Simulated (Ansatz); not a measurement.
Cl$_{2}$HOSTa, SMILES `[OH][Ta](=[S])([Cl])[Cl]` at its PBE0-D4/def2-TZVP geometry, where that method's forces vanish. The species carries charge 0 and has multiplicity 1. Ta: def2 effective core potential.

```xyz
6

O    -0.1460    1.4006   -0.5406
Ta    0.0027   -0.2850    0.2544
S     0.5378   -1.7064   -1.2632
Cl    1.6467   -0.2289    1.8405
Cl   -2.0128   -0.8750    1.1551
H    -0.0284    1.6947   -1.4461
```

**Question.** What forces (eV/Å) does PBE-D4/def2-TZVPP give on these atoms in the Gaussian-basis code of Ansatz? (Best estimate.)

**Answer.** The calculation gave: 
```
O1  -0.096  0.317  0.213
Ta2 -0.077  0.024  0.388
S3   0.148 -0.395 -0.418
Cl4  0.189 -0.001  0.161
Cl5 -0.222 -0.073  0.084
H6   0.058  0.127 -0.429
```
